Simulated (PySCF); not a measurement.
Structure with atom numbers: `[F:1][C:2]([F:3])([F:4])[CH2:5][c:6]1[cH:7][cH:8][cH:9][n:10][cH:11]1`; H(Xn) means a hydrogen on atom n.

- coordinates at the PBE0-D3(BJ)/def2-SVP level
- GIAO CAM-B3LYP/pcSseg-2 shieldings
- J: B3LYP/pcJ-1 (spin–dipole term only in couplings to heteroatoms)
- program: PySCF
- averaged over atoms made equivalent by symmetry, fast rotation or ring inversion, relativity neglected, one computed conformer, isolated molecule

Predict the 2D correlation tables (HSQC, COSY, HMBC).

## Answers



HSQC (one-bond C–H):
```tsv
δH	δC	1J(C,H) (Hz)
8.86 (H(C9))	164.1 (C9)	188
8.80 (H(C11))	166.4 (C11)	186
7.88 (H(C7))	151.6 (C7)	168
7.41 (H(C8))	134.7 (C8)	171
3.19 (H(C5))	42.4 (C5)	136
```

COSY cross peaks (|J| ≥ 2 Hz):
```tsv
δH	δH	abs. J (Hz)	bonds
8.86 (H(C9))	7.41 (H(C8))	5.4	3
8.80 (H(C11))	7.88 (H(C7))	2.3	4
7.88 (H(C7))	7.41 (H(C8))	8.7	3
```

HMBC (two and three bonds, |J| ≥ 2.5 Hz):
```tsv
δH	δC [abs. J in Hz]
8.86 (H(C9))	166.4 (C11) [12.5], 151.6 (C7) [7.1], 134.7 (C8) [10.0]
8.80 (H(C11))	164.1 (C9) [12.1], 151.6 (C7) [5.7], 139.4 (C6) [8.6], 42.4 (C5) [3.4]
7.88 (H(C7))	166.4 (C11) [6.0], 164.1 (C9) [7.1], 42.4 (C5) [4.3]
7.41 (H(C8))	164.1 (C9) [3.8], 139.4 (C6) [7.0]
3.19 (H(C5))	166.4 (C11) [6.3], 151.6 (C7) [6.0], 139.4 (C6) [5.2], 137.1 (C2) [7.6]
```

Chemical shifts δ = σref − σ; 1H (31.34 ppm), 13C (182.55 ppm) against TMS, all at this level.

Short H···H contacts in this conformer between protons four or more bonds apart (candidates for NOE cross peaks, intensity ∝ r⁻⁶): H(C5)···H(C11) 2.41 Å, H(C5)···H(C7) 2.62 Å.

Common functionals overestimate the size of one-bond C–F couplings by tens of Hz; these are unscaled. Unscaled 3J(H,H) at this level run about 10 % above measured values. Shifts are as computed, not scaled to solution data. Of 1328 compounds with measured shifts, 309 miss one by over three times the rms of a fit or turn the order of signals round; such compounds aren't used in these exercises. Signals without a measured value on file couldn't be tested in this way.
